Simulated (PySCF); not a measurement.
# Indium: a sound run and one with changed settings

Sound run: In [Kr] 4d10 5s2 5p1, In+ [Kr] 4d10 5s2. Computed with PySCF 2.14 in cc-pVTZ-PP with ECP28MDF, with a scalar-relativistic core potential. In the sound run the correlated levels freeze 4s2 4p6 4d10 outside the core potential. The sound run starts from symmetry-adapted Hartree-Fock orbitals and uses a fine grid where one is needed.

Changed run: a valence shell is frozen. This setting is unsound on purpose.

Ionisation energy of In:

```csv
method,sound run (eV),changed run (eV)
UHF,5.213,5.213
MP2,5.394,5.213
SCS-MP2,5.378,5.213
CCSD,5.451,5.213
CCSD(T),5.472,5.213
CCSDT,n/a,5.213
FCI,n/a,5.213
```

Freezing a valence shell removes pair correlation that changes on ionisation.

For comparison, NIST gives 5.786 eV between the lowest levels.
